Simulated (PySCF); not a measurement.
Job file and geometry (Å, from GFN2-xTB) of an NMR shielding run on `C=C[B@H-]([NH3+])CCB(C)C`, C6H17B2N, GIAO PBE0/pcSseg-1 NMR shielding, non-relativistic, gas phase (PySCF 2.14.0, density-fitted response routines); density fitting, a coarse starting grid and PySCF grid level 2 are the driver's defaults:

```
$ OMP_NUM_THREADS=1 python probes_run.py task.json out

{"job": {"kind": "nmr", "xc": "PBE0", "basis": "pcSseg-1"}, "charge": 0, "multiplicity": 1}
C     -3.597841    -0.486070    -1.425283
C     -2.716794    -0.979827    -0.566822
B     -1.759961    -0.202667     0.445991
N     -2.072885     1.399541     0.284745
C     -0.190560    -0.384968     0.027641
C      0.805442     0.411550     0.913120
B      2.251335     0.005263     0.435487
C      2.986286     0.871667    -0.666065
C      2.960237    -1.285006     1.003345
H     -3.790024     0.574014    -1.535004
H     -4.193400    -1.107249    -2.079133
H     -2.621605    -2.061375    -0.552949
H     -1.977366    -0.469795     1.588369
H     -3.036518     1.587080     0.536439
H     -1.911014     1.642099    -0.686916
H     -1.432682     1.907591     0.885771
H     -0.026515    -0.098984    -1.016036
H      0.074779    -1.440878     0.092096
H      0.603081     0.152278     1.953723
H      0.610531     1.483208     0.797857
H      3.766401     0.333339    -1.199744
H      2.301533     1.287886    -1.403374
H      3.466726     1.724927    -0.184323
H      3.949769    -1.044244     1.391132
H      3.123763    -2.012655     0.208550
H      2.406236    -1.784111     1.794502
```

Question: Write the output of this run.

Answer: 
```
coarse grid: 20296 points
cycle   1  E = -342.6739643921  dE =  6.843e-01  |g| = 6.830e-01  |ddm| = 4.255e+00
cycle   2  E = -342.6476264840  dE =  2.634e-02  |g| = 7.626e-01  |ddm| = 1.616e+00
cycle   3  E = -342.8085978561  dE = -1.610e-01  |g| = 1.066e-01  |ddm| = 9.304e-01
cycle   4  E = -342.8110253028  dE = -2.427e-03  |g| = 4.485e-02  |ddm| = 1.165e-01
cycle   5  E = -342.8115136540  dE = -4.884e-04  |g| = 1.029e-02  |ddm| = 4.285e-02
cycle   6  E = -342.8115404269  dE = -2.677e-05  |g| = 2.905e-03  |ddm| = 1.253e-02
cycle   7  E = -342.8115424586  dE = -2.032e-06  |g| = 5.797e-04  |ddm| = 2.780e-03
final grid: 191984 points
cycle   8  E = -342.8566772082  dE = -7.091e-05  |g| = 1.107e-02  |ddm| = 3.754e-02
cycle   9  E = -342.8566695572  dE =  7.651e-06  |g| = 1.257e-02  |ddm| = 2.105e-02
cycle  10  E = -342.8567084835  dE = -3.893e-05  |g| = 8.915e-04  |ddm| = 1.096e-02
cycle  11  E = -342.8567086540  dE = -1.705e-07  |g| = 3.100e-04  |ddm| = 9.215e-04
cycle  12  E = -342.8567086754  dE = -2.142e-08  |g| = 1.098e-04  |ddm| = 3.164e-04
cycle  13  E = -342.8567086784  dE = -2.934e-09  |g| = 2.995e-05  |ddm| = 1.185e-04
cycle  14  E = -342.8567086786  dE = -2.092e-10  |g| = 4.552e-06  |ddm| = 2.509e-05
converged SCF energy = -342.8567086786

GIAO shielding tensors (ppm)
atom      isotropic    diamagn.    paramagn.     s11        s22        s33       span
  0 C       74.452     254.315    -179.863    -36.845     92.327    167.875    204.720
  1 C       19.598     259.063    -239.465   -119.989      6.606    172.177    292.166
  2 B      113.709     186.671     -72.962    105.334    116.172    119.621     14.288
  3 N      222.993     319.870     -96.876    207.085    218.943    242.952     35.867
  4 C      171.597     256.546     -84.949    160.638    173.201    180.953     20.315
  5 C      154.179     253.299     -99.119    135.810    162.628    164.100     28.290
  6 B       16.268     188.162    -171.895    -38.091    -33.301    120.195    158.286
  7 C      173.625     252.646     -79.021    158.214    175.415    187.248     29.034
  8 C      172.795     251.793     -78.998    155.204    174.308    188.874     33.670
  9 H       27.120      32.774      -5.654     23.983     25.563     31.815      7.832
 10 H       26.397      28.440      -2.043     23.790     24.680     30.722      6.932
 11 H       24.572      32.141      -7.569     20.463     24.808     28.444      7.980
 12 H       29.134      31.933      -2.798     26.984     28.482     31.937      4.953
 13 H       28.635      29.176      -0.541     22.724     24.043     39.137     16.413
 14 H       29.127      34.179      -5.052     24.396     25.673     37.314     12.918
 15 H       28.035      33.157      -5.122     20.709     26.803     36.594     15.886
 16 H       32.449      37.675      -5.226     27.756     33.077     36.515      8.759
 17 H       31.238      37.062      -5.824     25.350     31.876     36.488     11.139
 18 H       30.342      34.432      -4.090     26.884     28.999     35.142      8.258
 19 H       31.047      36.612      -5.564     27.370     31.646     34.127      6.756
 20 H       30.816      30.218       0.598     27.051     29.467     35.931      8.880
 21 H       30.898      33.746      -2.848     26.752     31.055     34.887      8.135
 22 H       31.302      29.571       1.731     27.136     29.565     37.203     10.068
 23 H       30.849      28.132       2.717     26.889     29.219     36.438      9.549
 24 H       30.763      30.675       0.088     27.892     28.557     35.841      7.949
 25 H       30.699      32.379      -1.680     26.514     30.575     35.009      8.495
```

Size and cost of the density-fitted run: 238 basis functions, 95 s wall time on 1 thread of an Arm Neoverse N1, shared host; peak memory 1.1 GiB.
